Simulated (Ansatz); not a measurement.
Z-matrix (Å, degrees):
```
B
H 1 1.2065
H 1 1.2065 2 120.00
H 1 1.2065 2 120.00 3 179.94
```
Charge 0, spin multiplicity 1.

These are frozen-core CCSD(T)/cc-pVTZ // PBE0-D4/def2-SVP (Ansatz, an electronic-structure program) values and carry that method's errors.

The HF energy is -26.39966 Ha. The MP2 correlation energy comes out as -0.11333 Ha.

Problem. Estimate the CCSD correlation energy, the (T) correction, the total energy and the T1 diagnostic.

Solution. 
```yaml
CCSD correlation energy: -0.13519 Ha
"(T) correction": -0.00256 Ha
CCSD(T) total energy: -26.53741 Ha
T1 diagnostic: 0.006
```
